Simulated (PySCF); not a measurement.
CH$_{6}$B$_{2}$Ge, BGeH$_{4}$NO, BClGeH$_{2}$ (calculated)

Computed with PySCF 2.14.0. Calculation on a computer-drawn molecule: optimised geometry and harmonic frequencies of an isolated molecule of the commonest isotopes, restricted reference for singlets and unrestricted otherwise, frozen core in MP2; on germanium a core potential holds 10 electrons, which the energies leave out, and 3d is frozen in MP2 and coupled-cluster steps.

Common to all runs: charge 0; multiplicity 1; method HF; basis and core potential on germanium cc-pVDZ-PP ECP10MDF.

(1) CH$_{6}$B$_{2}$Ge

Start structure:
```xyz
10
CH6B2Ge
B     -0.9540    -0.6575    -1.2018
Ge     0.4827     0.4637    -0.3870
B      2.4624     0.1437    -0.1662
C     -0.1971     2.0066     0.3531
H     -0.6887    -1.7399    -1.7239
H     -2.1258    -0.4398    -1.1592
H      3.0722     0.9791     0.3364
H      2.9675    -0.7557    -0.5912
H      0.5090     2.7386     0.8766
H     -1.2273     2.2669     0.4268
```

Settings of this run: basis cc-pVDZ.

The calculation gives: rotational constants 6.572, 5.024, 2.847 GHz; total energy -383.9970 hartree; convergence status largest gradient component 3.53e-05 hartree/bohr.

Drawn bonds:
```tsv
atom	other atom	order
1	2	1
2	3	1
2	4	2
1	5	1
1	6	1
3	7	1
3	8	1
4	9	1
4	10	1
```

Optimised structure:
```xyz
10
CH6B2Ge
B     -0.9732    -0.7269    -1.1990
Ge     0.4341     0.4896    -0.3276
B      2.4593     0.1760    -0.1885
C     -0.1797     2.0122     0.3976
H     -0.6814    -1.7670    -1.7175
H     -2.1224    -0.3872    -1.1895
H      3.1390     0.9975     0.3585
H      2.9838    -0.8035    -0.6373
H      0.4717     2.7313     0.8838
H     -1.2303     2.2836     0.3830
```

Modes:
```tsv
frequency (cm⁻¹)	reduced mass (dalton)
127.4	3.865
148.6	2.574
185.2	2.477
195.9	1.058
213.6	1.013
556.6	4.295
606.9	4.707
609.3	1.009
651.3	1.176
736.8	1.329
831.4	1.327
836.8	3.978
872.1	1.282
966.4	1.302
972.7	1.302
1249	1.153
1263	1.136
1516	1.171
2681	1.051
2687	1.051
2771	1.128
2773	1.128
3291	1.056
3391	1.115
```

(2) BGeH$_{4}$NO

Start structure:
```xyz
8
BGeH4NO
B      0.6248    -1.0141    -1.1877
Ge     0.3205     0.7624    -0.3533
N     -1.3506     1.2723    -0.0718
O      1.4176     1.7768     0.2115
H      0.7747    -1.9224    -0.5310
H      0.8174    -1.0995    -2.3141
H     -2.1816     0.7346    -0.3607
H     -1.6366     2.1040     0.3389
```

It was run with basis cc-pVDZ.

Results for BGeH$_{4}$NO: rotational constants 6.614, 5.71, 3.146 GHz; total energy -449.6526 hartree; convergence status largest gradient component 1.2e-05 hartree/bohr.

Drawn bonds:
```tsv
atom	other atom	order
1	2	1
2	3	1
2	4	2
1	5	1
1	6	1
3	7	1
3	8	1
```

Optimised structure:
```xyz
8
BGeH4NO
B      0.6386    -1.0087    -1.1792
Ge     0.3558     0.8381    -0.2761
N     -1.3737     1.2404    -0.0984
O      1.5071     1.8611     0.2401
H      0.7256    -1.9955    -0.5116
H      0.7335    -1.0875    -2.3674
H     -2.1348     0.6633    -0.3956
H     -1.6659     2.1029     0.3201
```

Modes:
```tsv
frequency (cm⁻¹)	reduced mass (dalton)
92.27	1.048
135.3	1.451
160.1	3.519
215.4	2.633
257	4.714
442	1.068
569.6	4.491
668.2	1.25
771.4	5.37
828.8	1.274
950.9	1.387
1035	14.26
1249	1.144
1666	1.12
2712	1.051
2809	1.128
3783	1.049
3901	1.1
```

(3) BClGeH$_{2}$

Start structure:
```xyz
5
BClGeH2
B      0.6868     0.0121    -0.2374
Ge     1.2013    -0.5420    -2.2226
Cl     2.7096     0.0261    -0.6171
H      0.5164    -0.8547     0.5041
H      0.4205     1.0898     0.0311
```

Here we set basis cc-pV(D+d)Z.

Results for BClGeH$_{2}$: rotational constants 8.95, 3.947, 2.804 GHz; total energy -778.7261 hartree; convergence status largest gradient component 2.591e-05 hartree/bohr.

Drawn bonds:
```tsv
atom	other atom	order
1	2	1
2	3	1
1	4	1
1	5	1
```

Optimised structure:
```xyz
5
BClGeH2
B      0.4496    -0.0079    -0.1952
Ge     1.3416    -0.4562    -2.0587
Cl     3.2883    -0.0610    -1.0051
H      0.2850    -0.8674     0.6262
H      0.1702     1.1238     0.0909
```

Modes:
```tsv
frequency (cm⁻¹)	reduced mass (dalton)
106	4.032
322.9	1.025
370.4	36.74
481.4	1.167
530.3	4.619
920.6	1.356
1221	1.146
2668	1.051
2759	1.125
```
